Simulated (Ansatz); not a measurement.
```yaml
crystal:
  periodic: [false, false, false]
  atoms:
    - {symbol: I, position_ang: [0.807203, 0.749741, 2.013557]}
    - {symbol: As, position_ang: [-0.790147, -0.214265, 0.273223]}
    - {symbol: I, position_ang: [0.629921, -2.085466, -0.722504]}
    - {symbol: I, position_ang: [-0.646979, 1.549991, -1.564266]}
basis:
  gaussian: {orbitals: def2-TZVPP}
magnetization: {spin_polarized: true, initial_magnetization: 0}
hamiltonian: {xc: {name: HF}}
correlation: {method: mp2, frozen_orbitals: {I: 9}}
scf: {lower_state_search: off}
output: {forces: true}
```

```sh
$ ansatz run in.yaml --threads 4 --pin off --events-out ev --progress --plain --max-ram 10444MiB
```

It prints (some lines left out):

```
Functional definition: HF
Error: "frozen_orbitals" has no count for As
```

In this input frozen orbitals are typed for one element alone, and the program wants a count for each. The input was rejected before any iteration.
